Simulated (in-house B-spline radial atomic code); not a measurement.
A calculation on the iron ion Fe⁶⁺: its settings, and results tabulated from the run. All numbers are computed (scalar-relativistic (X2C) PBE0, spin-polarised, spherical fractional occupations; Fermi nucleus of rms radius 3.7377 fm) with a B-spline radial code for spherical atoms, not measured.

Command:
```bash
python run_scf.py task.json out
```
Settings (nuclear radius in fm, mass in u):
```
Z                26
configuration    [Ar] 3d2
hamiltonian      x2c
method           pbe0
spin_polarised   True
nucleus          fermi
rms_radius       3.7377
atomic_mass      55.93494
speed_of_light   137.035999084
```

Output (hartree, bohr):
```
 radial grid: 65 intervals, B-splines of order 8, outer radius 10.2985 bohr

 iter        energy (Eh)    residual
    1       -1251.225564    7.94e-01
    2       -1260.093285    3.41e-01
    3       -1261.579696    1.04e-01
    4       -1261.744806    3.16e-02
    5       -1261.759111    1.28e-02
    6       -1261.762095    6.05e-04
    7       -1261.762099    7.62e-06
    8       -1261.762099    1.16e-06
    9       -1261.762099    7.87e-08

 total energy                     -1261.76210
 kinetic                            1279.4965
 electron-nucleus                  -2935.5120
 Hartree                             446.4873
 exact exchange                      -12.7577
 exchange-correlation                -39.4762

 orbital      occ     eigenvalue          <r>       <r^2>       <1/r>       r_max
 1s up      1.000      -262.9232    0.0581418  0.00455944     26.3291     0.03792
 1s down    1.000      -262.9234    0.0581414  0.00455935     26.3292     0.03792
 2s up      1.000       -35.0950     0.266289   0.0837634     5.62041      0.2223
 2s down    1.000       -35.0327     0.265932   0.0835197     5.62817      0.2221
 2p up      3.000       -30.5094     0.235322   0.0680228      5.4571      0.1799
 2p down    3.000       -30.4570     0.234887   0.0677384     5.46466      0.1798
 3s up      1.000        -7.6754     0.770711    0.679637     1.84716      0.6855
 3s down    1.000        -7.5405     0.772962    0.683769     1.83929      0.6862
 3p up      3.000        -6.3173     0.792959    0.730133     1.72653      0.6905
 3p down    3.000        -6.1731     0.796606    0.737163     1.71646      0.6918
 3d up      2.000        -4.0870     0.824967    0.818035     1.49997      0.6429
```

Time taken, with all properties: 0.35 s on 1 thread of Arm Neoverse V1, with other jobs on the host.

Caution: exact exchange at fractional occupations of open shells leaves self-interaction of up to several eV.

One-electron X2C: radii and densities carry no picture-change correction, so inner-shell <1/r> comes out high (for 1s by about 2 % at Z = 33, 5 % at 54, 10 % at 75, 30 % at 118) and <r> low.
